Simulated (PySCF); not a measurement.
(Z)-1-bromo-2-chloroethene (C2H2BrCl), SMILES Cl/C=C\Br.

Geometry: B3LYP-D3(BJ)/def2-SVP.

Computed with PBE/def2-TZVPD in PySCF.

Gas-phase values at a fixed geometry.

Computed frontier levels, gap, dipole moment and polarisability:
| Property | Value |
|---|---|
| highest occupied level | -6.24 eV |
| lowest empty level | -1.66 eV |
| orbital gap | 4.59 eV |
| dipole moment | 1.65 D |
| quadrupole, principal values (traceless, Buckingham form, about the centre of nuclear charge) | -4.13, -2.42, 6.56 D·Å |
| mean static polarisability | 64.5 bohr³ (9.55 Å³) |
| polarisability, principal values | 45.6, 62.6, 85.1 bohr³ |
